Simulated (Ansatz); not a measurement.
Basis sets compared for Na20⁺ (started as a model of: Na20 tetrahedron). Total charge 1; doublet. Geometry PBE/def2-SVP. Ansatz on 2 threads of AMD EPYC 7R13 on a shared host and a share (18 GiB) of an NVIDIA H100 80GB HBM3; times are rough, and most runs start from earlier orbitals.

```xyz
20

Na   -0.304    5.176   -4.071
Na   -2.375    3.111   -2.019
Na   -4.287    0.996    0.162
Na   -6.051   -1.256    2.300
Na    1.278    4.057   -1.080
Na   -0.775    1.933    0.988
Na   -2.667   -0.374    3.046
Na    2.718    2.821    1.972
Na    0.820    0.546    3.944
Na    4.144    1.428    4.927
Na    0.492    1.718   -3.646
Na   -1.550   -0.506   -1.641
Na   -3.369   -2.762    0.496
Na    2.162    0.450   -0.684
Na    0.162   -1.879    1.329
Na    3.635   -0.942    2.302
Na    1.355   -1.886   -3.335
Na   -0.624   -4.114   -1.391
Na    3.024   -3.169   -0.441
Na    2.214   -5.348   -3.157
```

Single mean-field runs in def2-TZVP are fitted with def2-universal-jkfit.

```json
{"level": "PBE/def2-SVP", "functions": "300", "energy (Eh)": "-3242.4580", "HOMO (eV)": "-5.06", "LUMO (eV)": "-4.82", "wall time": "7.5 s"}
{"level": "PBE0/def2-SVP", "functions": "300", "energy (Eh)": "-3242.7326", "HOMO (eV)": "-5.38", "LUMO (eV)": "-4.41", "wall time": "9.5 s"}
```

Question: Estimate the rows for PBE/def2-TZVP (with forces), PBE0/def2-TZVP.

Answer: 
```tsv
level	functions	energy (Eh)	HOMO (eV)	LUMO (eV)	wall time
PBE/def2-TZVP (with forces)	640	-3243.6459	-5.07	-4.83	9 s
PBE0/def2-TZVP	640	-3243.9098	-5.38	-4.41	9.5 s
```
